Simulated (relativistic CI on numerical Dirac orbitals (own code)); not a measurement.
Sc2+ in a cubic cluster: L2,3 absorption with charge transfer

Computed with a charge-transfer multiplet model of a cubic metal-ligand cluster with up to one ligand hole, Slater and spin-orbit integrals from Dirac-Coulomb-Breit ions, Slater integrals scaled by 0.8. The ground state mixes d1 with configurations of k ligand holes L, whose averages lie at kΔ + k(k − 1)U_dd/2; a core hole lowers each added d electron by U_cd. 300 K, Lorentzian 0.4 eV and Gaussian 0.3 eV FWHM.

Atomic integrals in eV (Slater integrals scaled, ζ unscaled), ground: F2dd 4.710, F4dd 2.885, zeta_d 0.008; with the core hole: F2dd 6.786, F4dd 4.228, zeta_d 0.015, zeta_core 3.008, F2cd 3.515, G1cd 2.451, G3cd 1.388. Where a configuration has fewer than two d electrons, the dd integrals are those of d2.

Cluster parameters (eV): Δ = 6.4, U_cd = 5.5, 10Dq = 1.5, 10Dq(ligand) = 1.4, V(eg) = 3, V(t2g) = -1.35, final-state hopping factor = 0.9.

| Case | n_d | d1 | d2L | S |
| --- | --- | --- | --- | --- |
| U_dd = 2.4 eV | 1.29 | 0.71 | 0.29 | 0.50 |
| U_dd = 4.5 eV | 1.29 | 0.71 | 0.29 | 0.50 |
| U_dd = 5.2 eV | 1.29 | 0.71 | 0.29 | 0.50 |
| U_dd = 5.9 eV | 1.29 | 0.71 | 0.29 | 0.50 |
| U_dd = 6.6 eV | 1.29 | 0.71 | 0.29 | 0.50 |

Weights, n_d and S are thermal averages at 300 K. Photon energies count from the first peak over 30 % of the highest in each spectrum, which can be another peak from case to case. The parameters are a model scan and need not match a compound or its usual spin state. Peaks in eV (height, largest 100):
- U_dd = 2.4 eV: -0.8 (28), 0.0 (39), 1.2 (45), 2.5 (96), 3.5 (80), 4.9 (56), 5.7 (77), 6.7 (100)
- U_dd = 4.5 eV: -0.8 (28), 0.0 (39), 1.2 (45), 2.5 (98), 3.5 (82), 5.6 (81), 6.8 (100)
- U_dd = 5.2 eV: -0.8 (27), 0.0 (38), 1.2 (45), 2.5 (96), 3.5 (81), 5.6 (81), 6.7 (100)
- U_dd = 5.9 eV: -0.8 (27), 0.0 (37), 1.1 (45), 2.5 (95), 3.5 (80), 5.6 (81), 6.7 (100)
- U_dd = 6.6 eV: -0.7 (27), 0.0 (37), 1.2 (45), 2.5 (95), 3.5 (79), 5.7 (81), 6.8 (100)

For the case U_dd = 4.5 eV, Δ = 6.4 eV is larger than U_dd = 4.5 eV, the Mott-Hubbard side of the Zaanen-Sawatzky-Allen scheme. With the core hole the configuration with one ligand hole lies at Δ + U_dd − U_cd = 3.3, 5.4, 6.1, 6.8, 7.5 eV from the one without, in the order of the table; where this is negative the screened configuration lies lower, though the effective hopping of about 5.9 eV (from the holes of the mixed ground state) mixes the two strongly wherever it is as large as the gap.

With at most 1 ligand hole the space is cut while the next configuration still counts, so covalency is underestimated, and a final configuration with one more ligand hole, which can lie low, is missing from the spectra.
